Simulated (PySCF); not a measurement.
**Ionisation energy of Ti⁺ by level of theory**

Ti⁺ [Ar] 3d2 4s1 (4F) → Ti²⁺ [Ar] 3d2 (3F), as a difference of total energies. Calculation: PySCF 2.14, in ANO-RCC-VTZP; the spin-free X2C one-electron Hamiltonian (Gaussian nucleus). Correlated levels: valence and next inner shell: [Ne] frozen. The calculations carry no spin-orbit coupling.

| method | ionisation energy (eV) |
| --- | --- |
| UHF | 12.930 |
| MP2 (valence and next inner shell) | 13.524 |
| SCS-MP2 (valence and next inner shell) | 13.359 |
| CCSD (valence and next inner shell) | 13.502 |
| CCSD(T) (valence and next inner shell) | 13.540 |

Question: How much does correlation contribute at CCSD(T) (valence and next inner shell)?

Answer: 13.540 − (12.930) = 0.610 eV, measured against UHF.

Errors of the correlated levels include the incompleteness of this basis and the frozen core.

For comparison: 13.575 eV (measured; NIST Atomic Spectra Database, ionization energies).
